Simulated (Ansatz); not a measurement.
Basis sets compared for the cluster W₄Se₈⁺. Total charge 1; doublet. Geometry PBE-D4/def2-SVP. Ansatz on 2 threads of AMD EPYC 7R13 on a shared host and a share (18 GiB) of an NVIDIA H100 80GB HBM3; times are rough, and most runs start from earlier orbitals.

```xyz
12

W     1.149    0.725    0.349
W    -1.063    0.126    1.193
W     0.570    1.618    2.561
W    -0.198   -1.531   -1.122
Se   -1.975    0.260   -1.950
Se    0.389    0.802   -2.203
Se   -0.538   -3.162   -2.669
Se    1.026    3.285    0.895
Se   -1.330   -2.335    0.919
Se    2.154   -1.499   -0.548
Se   -2.656    1.535    0.016
Se    2.473    0.175    2.558
```

In the def2 sets W takes a core potential; there is no spin–orbit coupling. Single mean-field runs in def2-TZVP are fitted with def2-universal-jkfit. Another isomer (doublet) lies 2.42 eV lower at PBE0-D4/def2-TZVP; other spin states weren't run for this one.

```
           level  functions  energy (Eh)  HOMO (eV)  LUMO (eV)  wall time
 PBE-D4/def2-SVP        384  -19476.1088      -8.66      -8.30       20 s
PBE0-D4/def2-SVP        384  -19476.4085      -9.56      -7.71       22 s
```

Q: Estimate the rows for PBE-D4/def2-TZVP (with forces), PBE0-D4/def2-TZVP.

A: 
```json
{"level": "PBE-D4/def2-TZVP (with forces)", "functions": "544", "energy (Eh)": "-19478.5267", "HOMO (eV)": "-8.57", "LUMO (eV)": "-8.19", "wall time": "18 s"}
{"level": "PBE0-D4/def2-TZVP", "functions": "544", "energy (Eh)": "-19478.8403", "HOMO (eV)": "-9.43", "LUMO (eV)": "-7.55", "wall time": "21 s"}
```
